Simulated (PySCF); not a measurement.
An unknown shows these calculated signals:

1H NMR (400 MHz, computed): δ 10.02 (t, 1H), 2.61 (t, 2H), 2.42 (m, 2H), 2.20 (s, 6H).

13C{1H} NMR (computed): δ 211.3 (CH), 56.0 (CH2), 49.5 (CH2), 47.0 (CH3).

Computed data (PySCF 2.14.0 with density-fitted response routines): GFN2-xTB geometry, GIAO PBE0/pcSseg-1 shieldings. Non-relativistic Hamiltonian, one averaged value for each set of equivalent atoms, single conformer, no solvent model.

Chemical shifts δ = σref − σ; 1H and 13C against TMS, all at this level.

**Question.** Which of these does the molecule contain: an N-methyl group, an aldehyde, a ketone, an ester, a CH3CH2 unit?

**Answer.** 
- An N-methyl group: yes (δC 47.0; δH 2.20 (s)).
- An aldehyde: yes (δC 211.3; δH 10.02 (t)).
- A ketone: no.
- An ester: no.
- A CH3CH2 unit: no.

The data belong to SMILES CN(C)CCC=O, C5H11NO; they needn't prove each group on their own.

Carbon signals by region: 1 in the far downfield region (above 160 ppm), 1 at 50–100 ppm, 2 below 50 ppm. Above 160 ppm: 211.3, aldehyde carbonyl carbon.

Shifts are as computed. Against solution values, carbons near 30 ppm lie about +3 ppm off and those near 130 ppm about +5 ppm. Of 1211 compounds with measured shifts, 218 miss one by over three times the rms of a fit or turn the order of signals round; such compounds aren't used in these exercises. Multiplicities follow the n + 1 count of equivalent neighbours, as no J values were calculated; m marks all less simple cases, F and P coupling included.
